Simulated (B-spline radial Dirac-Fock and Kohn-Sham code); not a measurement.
## Relativistic shifts of the levels of Mo⁸⁺

System: the Mo⁸⁺ ion in the configuration 1s2 2s2 2p6 3s2 3p6 3d10 4s2 4p4.

Both columns are ΔSCF binding energies of the configuration average from a radial atomic solver: non-relativistic Hartree-Fock with a point nucleus, and Dirac-Fock with a finite nucleus and the Coulomb interaction alone, averaged over the two j levels with weights 2j+1.

```csv
shell,Hartree-Fock (eV),Dirac-Fock (eV),shift (eV),shift (%)
1s,19713.5,20207.0,+493.50,+2.50
2s,2913.4,3029.8,+116.44,+4.00
3s,634.2,656.6,+22.37,+3.53
3d,380.0,376.2,-3.85,-1.01
4s,192.1,196.3,+4.23,+2.20
4p,163.5,164.5,+0.96,+0.59
```

Relativity binds 1s, 2s, 3s, 4s, 4p more strongly, among those listed most of all 2s in relative terms, and 3d more weakly, because the contracted s and p shells screen the nucleus better.

Values without a named source are computed, but for edge energies of neutral atoms, which are taken from tables.
